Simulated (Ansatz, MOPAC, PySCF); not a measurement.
Noncovalent pair: H2O (SMILES O) (first 3 atoms) with C4H6 (SMILES C=CC=C); geometry from B3LYP-D3(BJ)/def2-TZVP, rigid monomers moved along the line of their centres of mass till H2···C5 is 4.79 Å.
(charge 0, multiplicity 1):
```xyz
13

O      0.0111    -0.4871    -0.1496
H     -0.7246    -0.5760     0.4670
H      0.7359    -0.1796     0.4067
C     -1.7155    -0.2680     5.2298
C     -0.7536     0.6482     5.0997
C      0.6668     0.3511     5.1703
C      1.6293     1.2562     4.9804
H     -1.4798    -1.3102     5.4118
H     -2.7626    -0.0049     5.1660
H     -1.0219     1.6849     4.9166
H      0.9348    -0.6806     5.3796
H      2.6765     0.9920     5.0375
H      1.3939     2.2928     4.7688
```

Monomers are frozen at their geometry in the pair; levels with a basis set take the counterpoise correction. Rows marked so take none.

Frozen-core correlation. Rows in 3-21G, 6-31G*, STO-3G carry no dispersion term and start afresh at each structure (6-31G* with six Cartesian d functions). The state that PM3, PM6 reach isn't checked.

Programs: Ansatz (an electronic-structure program); MOPAC for PM3, PM6 (differences of heats of formation); PySCF for 3-21G rows, 6-31G* rows, STO-3G rows, the dispersion terms. Each number belongs to the level named beside it.

Other levels give for the interaction energy: PBE/def2-TZVPPD -0.46; B3LYP/def2-TZVPPD -0.37; B3LYP-D3(BJ)/def2-TZVPPD -0.54; wB97M-V/def2-TZVPPD -0.59; CCSD(T)/aug-cc-pVDZ -0.55 kcal/mol.

### Question
What do these common cheap choices give for the same quantity: PM3, PM6, HF/STO-3G (no counterpoise), HF/3-21G (no counterpoise), HF/6-31G*, HF/6-31G* (no counterpoise), B3LYP/6-31G* (no counterpoise), M06-2X/6-31G* (no counterpoise)?

### Answer
PM3 -0.16; PM6 -0.34; HF/STO-3G (no counterpoise) -0.18; HF/3-21G (no counterpoise) -0.64; HF/6-31G* -0.53; HF/6-31G* (no counterpoise) -0.55; B3LYP/6-31G* (no counterpoise) -0.44; M06-2X/6-31G* (no counterpoise) -0.52 kcal/mol. They span -0.64 to -0.16 kcal/mol.
